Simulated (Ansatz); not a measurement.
Frontier orbitals of CH$_{5}$AlBF, SMILES `C[B](F)[AlH2]`.

The species carries charge 0 and has multiplicity 1. Geometry: relaxed with PBE0-D4/def2-TZVP. Basis def2-TZVPP, Ansatz 0.2.0.

Orbital energies of one run (eV). Highest occupied ones, from the top: -9.23, -10.63, -12.79, -13.60, -13.72, -14.53, -15.51, -15.85, -17.93, -22.58, -36.48, -75.99, -76.00, -76.23. Empty: -0.12, 0.91, 2.34, 2.80, 2.88, 3.66.

(1) Which functional gave them?
A. B97M-V
B. r2SCAN
C. ωB97M-V
D. r2SCAN0

## Answers

(1) C. HOMO energies: ωB97M-V -9.23, B97M-V -6.19, r2SCAN -6.12, r2SCAN0 -7.25 eV.
